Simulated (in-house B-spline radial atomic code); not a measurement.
Orbital energies and mean radii along the 33-electron series, configuration [Ar] 3d10 4s2 4p3. The effective charge is n√(-2ε), a non-relativistic measure. Computed with a radial B-spline atomic code at the basis-set limit: Dirac-Hartree-Fock, average of the configuration, finite nuclei.

```
  ion   Z  energy of 4p1/2 (Eh)  mean radius of 4p1/2 (bohr)  energy of 4s1/2 (Eh)  mean radius of 4s1/2 (bohr)  effective charge of 4p1/2
Cs22+  55               -26.446                      0.63709               -28.501                      0.62965                      29.09
Ba23+  56               -28.438                      0.61777               -30.574                      0.61156                     30.167
La24+  57               -30.502                      0.59957               -32.719                      0.59444                     31.242
Ce25+  58               -32.637                      0.58238               -34.936                      0.57823                     32.317
Pr26+  59               -34.845                      0.56611               -37.226                      0.56284                     33.392
Nd27+  60               -37.125                      0.55069               -39.589                      0.54822                     34.467
Pm28+  61               -39.478                      0.53606               -42.026                       0.5343                     35.543
Sm29+  62               -41.904                      0.52214               -44.537                      0.52103                     36.619
Eu30+  63               -44.405                      0.50888               -47.122                      0.50836                     37.695
Gd31+  64               -46.979                      0.49625               -49.783                      0.49626                     38.773
Tb32+  65               -49.629                      0.48418                -52.52                      0.48468                     39.851
Dy33+  66               -52.355                      0.47264               -55.333                      0.47358                     40.931
```

(1) How does the screening of 4p1/2 change?

Results:

(1) Z less the effective charge goes from 25.91 at Z = 55 to 25.07 at Z = 66.
